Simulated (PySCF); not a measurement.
## Pd³⁺ (palladium, charge +3) across methods

[Kr] 4d7, high-spin 4F determinant. Computed with PySCF 2.14 in aug-cc-pwCVTZ-DK (11s10p8d4f3g, 136 functions), with the spin-free X2C one-electron Hamiltonian (Gaussian nucleus).

```json
{"method": "UHF", "E (hartree)": "-5040.57513", "mean ε 4p β (eV)": "-102.19", "mean ε 4d α (eV)": "-50.568", "mean ε 4d β (eV)": "-47.829", "Σ⟨r²⟩ (bohr²)": "26.03", "⟨S²⟩": "3.754"}
{"method": "LDA", "E (hartree)": "-5037.49", "mean ε 4p β (eV)": "-90.162", "mean ε 4d α (eV)": "-42.818", "mean ε 4d β (eV)": "-40.759", "Σ⟨r²⟩ (bohr²)": "26.27", "⟨S²⟩": "3.750"}
{"method": "PBE", "E (hartree)": "-5042.49", "mean ε 4p β (eV)": "-89.862", "mean ε 4d α (eV)": "-42.680", "mean ε 4d β (eV)": "-40.679", "Σ⟨r²⟩ (bohr²)": "26.23", "⟨S²⟩": "3.751"}
{"method": "r2SCAN", "E (hartree)": "-5042.90", "mean ε 4p β (eV)": "-90.869", "mean ε 4d α (eV)": "-43.175", "mean ε 4d β (eV)": "-40.934", "Σ⟨r²⟩ (bohr²)": "26.09", "⟨S²⟩": "3.752"}
{"method": "PBE0", "E (hartree)": "-5042.58", "mean ε 4p β (eV)": "-93.309", "mean ε 4d α (eV)": "-44.912", "mean ε 4d β (eV)": "-42.747", "Σ⟨r²⟩ (bohr²)": "26.12", "⟨S²⟩": "3.751"}
```
